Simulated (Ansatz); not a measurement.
CH4OSi, SMILES `O[C][SiH3]` (triplet; the order of the spin states depends on the level; H–O–C–Si torsion 114°) (charge 0, multiplicity 3). This triplet lies 0.46 eV above the relaxed singlet at the level frozen-core CCSD(T)/cc-pVTZ // PBE0-D3(BJ)/def2-TZVP (Ansatz, a program for electronic structure); other levels give the other order.

Method: LDA/cc-pVTZ // PBE0-D3(BJ)/def2-TZVP (Ansatz).

Ansatz 0.2 input:
```yaml
crystal:
  periodic: [false, false, false]
  atoms:
    - { symbol: O, position_ang: [1.97245, -0.17798, -0.049325] }
    - { symbol: C, position_ang: [0.740511, -0.40679, -0.48038] }
    - { symbol: Si, position_ang: [-0.912957, 0.254355, -0.042009] }
    - { symbol: H, position_ang: [2.345561, -0.955516, 0.386646] }
    - { symbol: H, position_ang: [-1.284216, -0.024168, 1.377403] }
    - { symbol: H, position_ang: [-1.881011, -0.418423, -0.940337] }
    - { symbol: H, position_ang: [-0.980336, 1.728521, -0.251998] }
basis:
  gaussian: { orbitals: cc-pVTZ }
hamiltonian:
  xc: lda
magnetization:
  spin_polarized: true
  initial_magnetization: 2
```

Output:

```
Functional definition: SPW92
846 factors; their error is unknown
mean field evaluation 1: about -10963.6374 eV, gradient 3.1e1 eV
mean field evaluation 2: about -10956.9665 eV, gradient 5.3e1 eV
mean field evaluation 4: about -10967.5483 eV, gradient 4.1e0 eV
mean field evaluation 8: about -10967.5905 eV, gradient 1.5e-1 eV
mean field evaluation 16: about -10967.5905 eV, gradient 2.5e-5 eV
mean field -10967.59051807 eV, -403.0515174393 hartree, gradient 2.5e-5 eV, S^2 2.004031; 0 other end points of the search recorded, 0 dependent functions left out
reference -10967.59055174 eV, -403.0515186766 hartree; 17, 15 occupied and 133, 135 virtual orbitals, 846 factors
Total energy: -10967.59055174 eV, -403.0515186766 hartree
```
